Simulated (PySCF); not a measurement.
CCl2, SMILES Cl[C]Cl (connectivity only; charge and spin as stated), neutral, multiplicity 1.

The structure is a stationary point at PBE0-D3(BJ)/def2-TZVP. The isomer is the one that the SMILES or the coordinates give; other isomers of the formula were not compared.

Method: PBE0/def2-TZVPD in PySCF.

Symmetry labels are those of the subgroup C2v that the program uses (full group C2v).

Task: List the valence orbital energies around the gap with their symmetry. (Estimate from the structure and the level; the computed values follow.)

Result: 
```
orbital  symmetry  energy (eV)
-------  --------  -----------
HOMO−7         B2       -24.12
HOMO−6         A1       -17.17
HOMO−5         B2       -13.38
HOMO−4         A1       -11.94
HOMO−3         B1       -11.94
HOMO−2         A2       -10.13
HOMO−1         B2        -9.49
HOMO           A1        -7.55
LUMO           B1        -3.40
LUMO+1         A1        -0.27
LUMO+2         B2         0.54
LUMO+3         A1         0.54
```
